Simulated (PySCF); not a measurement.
Two-photon absorption: 3-cyanopyridine, C₆H₄N₂

Molfile (atoms numbered from 1):
```
C6H4N2
     RDKit          3D

 12 12  0  0  0  0  0  0  0  0999 V2000
    3.4558    0.8115   -0.2187 N   0  0  0  0  0  0  0  0  0  0  0  0
    2.3440    0.4844   -0.1940 C   0  0  0  0  0  0  0  0  0  0  0  0
    0.9735    0.0762   -0.1638 C   0  0  0  0  0  0  0  0  0  0  0  0
   -0.0639    1.0181   -0.1453 C   0  0  0  0  0  0  0  0  0  0  0  0
   -1.3724    0.5549   -0.1158 C   0  0  0  0  0  0  0  0  0  0  0  0
   -1.5921   -0.8235   -0.1060 C   0  0  0  0  0  0  0  0  0  0  0  0
   -0.6124   -1.7240   -0.1236 N   0  0  0  0  0  0  0  0  0  0  0  0
    0.6382   -1.2888   -0.1517 C   0  0  0  0  0  0  0  0  0  0  0  0
    0.1631    2.0860   -0.1540 H   0  0  0  0  0  0  0  0  0  0  0  0
   -2.2142    1.2496   -0.1004 H   0  0  0  0  0  0  0  0  0  0  0  0
   -2.6146   -1.2170   -0.0827 H   0  0  0  0  0  0  0  0  0  0  0  0
    1.4330   -2.0424   -0.1658 H   0  0  0  0  0  0  0  0  0  0  0  0
  1  2  3  0
  2  3  1  0
  3  4  1  0
  4  5  2  0
  5  6  1  0
  6  7  2  0
  7  8  1  0
  8  3  2  0
  4  9  1  0
  5 10  1  0
  6 11  1  0
  8 12  1  0
M  END
```

The calculation used TDDFT CAM-B3LYP/aug-cc-pVDZ excited states, vertical, gas phase (PySCF). Geometry: PBE0-D3(BJ)/def2-SVP.

Problem. How strongly do the lowest singlets absorb one photon, and two photons of half the energy?

Solution. δ for parallel linear polarisation; σ at the peak of a Lorentzian of half width 0.1 eV, single beam; Ω is circular over linear.
```tsv
state	E (eV)	f	photon λ (nm)	δ (au)	σ (GM)	Ω	main
S1	4.82	0.001	514	0.44	0.00	1.50	HOMO−1→LUMO 0.97
S2	5.12	0.003	484	0.57	0.01	1.50	HOMO−1→LUMO+1 0.97
S3	5.36	0.077	463	15.2	0.16	1.45	HOMO→LUMO 0.41, HOMO→LUMO+1 0.30
S4	5.82	0.178	426	6.69	0.08	0.31	HOMO→LUMO 0.47, HOMO→LUMO+1 0.28
S5	6.70	0.000	370	<0.1	0.00	–	HOMO−3→LUMO 0.79
S6	6.84	0.382	363	47	0.80	0.70	HOMO−2→LUMO 0.47, HOMO→LUMO+1 0.36
```

Among these, the strongest one-photon state is S6, the strongest two-photon state S6, with a dipole change of 0.3 D (relaxed, norm of the difference vector).
